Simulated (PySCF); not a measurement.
Species: C6H9NO2Si.
Cartesian coordinates in Å at the GFN2-xTB level; atoms count from 1:
```xyz
19
C6H9NO2Si angstrom
C     -1.3483    1.8315    1.9868
C     -1.1222    1.1819    1.0005
Si    -0.7561    0.1803   -0.5256
O     -1.9381   -0.8587   -0.8783
C     -3.2692   -0.5457   -1.1244
O      0.4331   -0.8925   -0.3055
C      1.7351   -0.7871    0.0122
C      2.5135   -1.8716    0.0533
C      2.2606    0.5437    0.3170
N      3.4788    0.7202    0.5810
H     -1.5495    2.3963    2.8519
H     -0.4836    1.1139   -1.6225
H     -3.3589    0.1483   -1.9638
H     -3.7275   -0.0836   -0.2463
H     -3.7959   -1.4700   -1.3635
H      3.5493   -1.7618    0.3105
H      2.1250   -2.8494   -0.1644
H      1.4983    1.3331    0.2915
H      3.7454    1.6805    0.7820
```

Computed at PBE0/pcSseg-1 (PySCF, non-relativistic), with Q(17O) = −0.0256 b, Q(14N) = 0.02044 b: O4, 17O (I = 5/2): χzz = -10.07 MHz, η = 0.457; O6, 17O (I = 5/2): χzz = -9.472 MHz, η = 0.169; N10, 14N (I = 1): χzz = -4.791 MHz, η = 0.364.

Problem. Where would the pure quadrupole (NQR) lines of 17O at O4 fall for the rigid, isolated species?

Solution. From the eigenvalues of H = χ/[4I(2I − 1)] × [3Iz² − I(I + 1) + η(Ix² − Iy²)], steps between neighbouring levels, labelled as for η = 0: ±1/2↔±3/2 1.820 MHz, ±3/2↔±5/2 2.909 MHz (silyl ether oxygen).

Problem. Where would the pure quadrupole (NQR) lines of 17O at O6 fall for the rigid, isolated species?

Solution. From the eigenvalues of H = χ/[4I(2I − 1)] × [3Iz² − I(I + 1) + η(Ix² − Iy²)], steps between neighbouring levels, labelled as for η = 0: ±1/2↔±3/2 1.465 MHz, ±3/2↔±5/2 2.825 MHz (silyl ether oxygen).

Problem. Find the zero-field quadrupole resonance frequencies of 14N at N10.

Solution. From ν± = (3/4)|χ|(1 ± η/3) and ν0 = |χ|η/2: ν+ 4.030 MHz, ν− 3.157 MHz, ν0 0.873 MHz (imine nitrogen).

In a crystal, neighbours and librations shift these lines. GFN2-xTB bond lengths can be off by several hundredths of an ångström, more for odd bonds, and the gradients follow them. The basis is small and wasn't made for field gradients, so the couplings can be 20 % off.

One conformer stands for the species.
